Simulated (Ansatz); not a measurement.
Correlation energies of CH7NOSi2 (`OC1[SiH2]N[SiH2]1`) by basis set

```xyz
12

O     1.458    0.874    1.276
C     0.168    0.437    0.875
Si    0.112   -1.376    0.289
N    -0.591   -0.828   -1.198
Si   -0.476    0.866   -0.873
H     1.442    1.829    1.374
H    -0.588    0.617    1.651
H    -0.765   -2.297    1.066
H     1.456   -2.005    0.175
H    -0.952   -1.333   -1.988
H     0.515    1.626   -1.688
H    -1.779    1.590   -0.960
```

The species carries charge 0 and has multiplicity 1. The geometry is a stationary point of PBE0-D4/def2-TZVP. It is one conformer, not always the lowest. Frozen core, restricted reference, Ansatz. CBS rows extrapolate triple and quadruple zeta; past MP2 they add the triple-zeta difference.

```
     basis     HF (Eh)  MP2 corr.
  def2-SVP  -748.82060   -0.68064
def2-TZVPP  -749.23930   -0.85765
def2-QZVPP  -749.26594   -0.92181
```

**Question.** Estimate the CCSD correlation energy and the (T) correction in each basis where they were run (hartree).

**Answer.** 
```csv
basis,CCSD corr.,(T)
def2-SVP,-0.73475,-0.02072
def2-TZVPP,-0.90266,-0.03575
CBS(def2),-1.01435,as TZ
```
